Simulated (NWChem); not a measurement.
Species: HSe2Br; SMILES [SeH][Se]Br

```xyz
4

Se     0.9547    -0.0278     0.0109
Br    -0.4506     1.8612     0.0060
Se    -0.4657    -1.8279     0.0345
H     -0.6436    -1.9454    -1.4291
```
Atoms are numbered in this order, from 1.

Geometry: optimised at PBE0/def2-SVP.

Spin-orbit effects, on the heavy nuclei and on their neighbours, are missing.

Question: Give the principal values of the shielding tensors (ppm) of Se1, Br2, Se3 from LDA (Slater exchange, VWN5)/pcSseg-1, GIAO (NWChem), with their diamagnetic and paramagnetic parts as GIAO splits them.

Answer: 
```tsv
atom	σ11	σ22	σ33	isotropic	diamagnetic	paramagnetic
Se1	-517.3	-163.9	1454.1	257.6	2995.0	-2737.4
Br2	591.8	2054.1	2924.2	1856.7	3120.4	-1263.7
Se3	678.9	1407.9	1860.0	1315.6	2996.7	-1681.0
```
